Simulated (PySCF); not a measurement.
## Highest orbital energy against ionisation energy along the 4p block

Calculated with PySCF 2.14, no spin-orbit coupling. Each cell gives −ε(HOMO) / ΔSCF in eV; NIST values include spin-orbit coupling, (s) semi-empirical, (t) theoretical.

```
                             species              UHF              LDA              PBE             PBE0           r2SCAN  NIST (lowest levels)
Ga²⁺ (aug-cc-pVTZ-DK, spin-free X2C)  29.721 / 29.618  26.998 / 31.770  26.660 / 31.450  27.566 / 31.088  27.026 / 31.194                30.726
Ge²⁺ (aug-cc-pVTZ-DK, spin-free X2C)  32.453 / 32.206  29.613 / 34.809  29.225 / 34.398  30.263 / 34.035  29.516 / 34.035                34.058
As²⁺ (aug-cc-pVTZ-DK, spin-free X2C)  27.814 / 27.487  23.217 / 28.255  23.191 / 28.081  24.523 / 28.115  23.656 / 28.311        28.349 ± 0.012
Se²⁺ (aug-cc-pVTZ-DK, spin-free X2C)  31.447 / 31.001  26.314 / 31.757  26.276 / 31.565  27.765 / 31.631  26.799 / 31.829        31.697 ± 0.019
Br²⁺ (aug-cc-pVTZ-DK, spin-free X2C)  35.210 / 34.655  29.467 / 35.312  29.432 / 35.124  31.094 / 35.238  30.045 / 35.455        34.871 ± 0.019
Kr²⁺ (aug-cc-pVTZ-DK, spin-free X2C)  35.148 / 34.342  29.976 / 35.832  29.861 / 35.525  31.469 / 35.548  30.300 / 35.618         35.838 ± 0.02
```

Q: How far is −ε(HOMO) from ΔSCF on average for each method, and why?

A: UHF 0.41 eV; LDA -5.36 eV; PBE -5.25 eV; PBE0 -3.83 eV; r2SCAN -4.85 eV. Hartree-Fock orbital energies lack relaxation and so exceed the ΔSCF value; semilocal functionals have convex E(N) from self-interaction, so their HOMO lies far too high; exact exchange moves hybrids part of the way back.
